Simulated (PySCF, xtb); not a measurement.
ReF₆, SMILES [F][Re+]([F])([F])([F])([F])[F], charge +1, multiplicity 1.

GFN2-xTB (xtb) at its own geometry gives an orbital gap of 3.24 eV.

Geometry: B3LYP-D3(BJ)/def2-SVP. The spin state was assumed, not searched. The isomer is the one that the SMILES or the coordinates give; other isomers of the formula were not compared. The def2 effective core potentials stand for the cores of Re; spin–orbit coupling is left out.

### Question
What does HF/def2-TZVP (PySCF) give? (An estimate is asked for; the answer gives what the named calculation found.)

### Answer
gap 14.60 eV (levels -25.22 and -10.62 eV).
